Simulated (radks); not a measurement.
The numbers below are computed, except where a source is named.
Q: Gd+, 63 electrons, occupied as [Xe] 4f7 5d1 6s1 (the NIST ground configuration). Level of theory: Dirac Kohn-Sham, SOGGA, spin-unpolarised, spherical densities, point nucleus; open shells fill j = l - 1/2 first (a radial shooting solver on a logarithmic mesh with Libxc functionals). Some entries of the table are withheld. Estimate them.

orbital,occ.,eigenvalue (hartree),<r> (bohr),<r^2> (bohr^2)
1s1/2,2,-1838.815,0.02191,0.0006551
2s1/2,2,-303.6395,0.09277,0.01022
2p1/2,2,-288.3434,(1),0.007420
2p3/2,4,-262.7861,(2),0.008654
3s1/2,2,-67.46678,0.2441,0.06820
3p1/2,2,-60.83857,0.2337,0.06353
3p3/2,4,-55.59693,0.2468,0.07061
3d3/2,4,-44.14738,0.2188,0.05636
3d5/2,6,-43.00512,0.2229,0.05834
4s1/2,2,-13.75594,0.5530,0.3454
4p1/2,2,(3),0.5649,0.3633
4p3/2,4,(4),0.5945,0.4022
4d3/2,4,-5.75866,(5),0.4612
4d5/2,6,-5.54753,(6),0.4765
5s1/2,2,-2.05056,1.334,2.001
5p1/2,2,-1.34091,1.495,2.536
5p3/2,4,-1.18057,1.590,2.870
4f5/2,6,-0.55505,0.8607,0.9736
4f7/2,1,-0.52739,0.8735,1.006
6s1/2,1,-0.33558,3.663,15.09
5d3/2,1,-0.31053,2.523,7.596
5d5/2,0,-0.29902,2.589,8.001
6p1/2,0,-0.21576,4.530,23.14
6p3/2,0,-0.20125,4.769,25.61

A: 
(1) 2p1/2 <r> (bohr): 0.07747
(2) 2p3/2 <r> (bohr): 0.08431
(3) 4p1/2 eigenvalue (hartree): -11.17653
(4) 4p3/2 eigenvalue (hartree): -10.00835
(5) 4d3/2 <r> (bohr): 0.6303
(6) 4d5/2 <r> (bohr): 0.6408
